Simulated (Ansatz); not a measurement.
Ansatz (a program for electronic structure) input (MP2/6-31G*):

Ansatz 0.2 input:
```yaml
crystal:
  periodic: [false, false, false]
  atoms:
    - {symbol: F, position_ang: [1.00312475, -0.21259832, 1.66046507]}
    - {symbol: C, position_ang: [0.82365139, -0.30798279, 0.44756352]}
    - {symbol: C, position_ang: [-0.29770210, 0.08564303, -0.33800353]}
    - {symbol: F, position_ang: [-0.23531034, 1.15498915, -1.00873377]}
    - {symbol: F, position_ang: [-1.11844727, -0.79416432, -0.72477130]}
basis:
  gaussian:
    orbitals: 6-31G*
total_charge: 1
magnetization: {spin_polarized: false}
correlation: {method: mp2, electrons: outside_noble_gas}
```

Output:

```
WARN ansatz: RAYON_NUM_THREADS=1 ignored (pool sized by the plan → 1); use --threads N
Functional definition: HF
integrals: 0.02 GiB planned
668 factors; integrals over basis functions are off by at most 1.1e-3 eV
mean field: 0.19 GiB planned
mean field evaluation 1: about -10160.4506 eV, gradient 5.0e1 eV
mean field evaluation 2: about -10160.4668 eV, gradient 5.0e1 eV
mean field evaluation 4: about -10164.9049 eV, gradient 3.8e0 eV
mean field evaluation 8: about -10164.9714 eV, gradient 1.9e-1 eV
mean field evaluation 16: about -10162.0052 eV, gradient 3.5e1 eV
mean field -10164.97173574 eV, -373.5558212231 hartree, gradient 2.6e-6 eV, S^2 0.000000; 1 other end points of the search recorded, 0 dependent functions left out; unrestricted orbitals would lower it
5 core orbitals not correlated
reference -10164.97173574 eV, -373.5558212231 hartree; 14, 14 occupied and 56, 56 virtual orbitals, 668 factors
second order -19.97531679 eV of doubles, -0.00000000 eV of singles
Total energy: -10184.94705252 eV, -374.2899005752 hartree
```

The dipole moment of an ion depends on the origin.
